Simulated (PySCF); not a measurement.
Gas-phase reaction: 2 InCl3.NH3 → 2 InCl3 + H2 + 2 NH2, at 1800 K and a standard pressure of 1 bar. Level: BLYP/def2-TZVP†.

Computed with PySCF and rigid-rotor harmonic-oscillator thermochemistry at 1 bar. † marks an energy on the PBE0/def2-TZVP geometry and frequencies. Open shells (unrestricted): NH2 (multiplicity 2); the rest are closed-shell singlets. In: scalar-relativistic def2 core potential, no spin-orbit coupling. Adducts (InCl3.NH3) have no counterpoise correction, and HF, PBE, BLYP, B3LYP and PBE0 lack dispersion. InCl3.NH3: computed as isolated molecules; such fragments, hydroxides, amides, oligomers or adducts are transient or little studied in the gas. The harmonic model lacks anharmonicity and excited electronic states, which grow with temperature; levels with a mode under 35 cm⁻¹ are left out. Soft modes under 120 cm⁻¹ make the harmonic entropy rough for InCl3.NH3, InCl3.

```csv
species,E (Ha),H(1800 K) − E (kJ/mol),S°(1800 K) (J/mol/K)
InCl3.NH3,-1627.47443,362.6,666.6
InCl3,-1570.87833,150.0,487.0
H2,-1.16936,80.4,183.9
NH2,-55.88316,123.4,265.8
```
E: electronic energy; H − E holds the zero-point and thermal terms. 1 Ha = 2625.5 kJ/mol.

Work out ΔH°, ΔS°, ΔG° and log10 K from these numbers.

1. ΔE = 2×(-1570.87833) + 1×(-1.16936) + 2×(-55.88316) − 2×(-1627.47443) = 0.25652 Ha = 673.5 kJ.
2. Δ(H − E) = 2×(150.0) + 1×(80.4) + 2×(123.4) − 2×(362.6) = -98.0 kJ, so ΔH° = 575.5 kJ.
3. ΔS° = 2×(487.0) + 1×(183.9) + 2×(265.8) − 2×(666.6) = 356.3 J/K; the number of gas molecules changes by +3.
4. ΔG° = ΔH° − TΔS° = 575.5 − 1800×(356.3)/1000 = -65.8 kJ.
5. log10 K = −ΔG°/(RT ln 10) = 1.91, with RT ln 10 = 34.46 kJ/mol; at standard pressures the products are favoured.
6. A shift of 10 kJ in ΔE would move log10 K by 0.29 here.
7. With ΔH° and ΔS° held fixed, ΔG° changes sign near ΔH°/ΔS° = 1620 K.
8. Lowering the total pressure from 1 bar to 0.01 bar multiplies the mole-fraction quotient K_x = K (p/p°)^(−Δn) by 10^6, which pushes the balance towards the products.
For scale, ΔH°(298 K) is 610 kJ at this level, 709 kJ at ωB97M-V/def2-TZVP†, and runs from 519 to 835 kJ over the 16 levels computed.
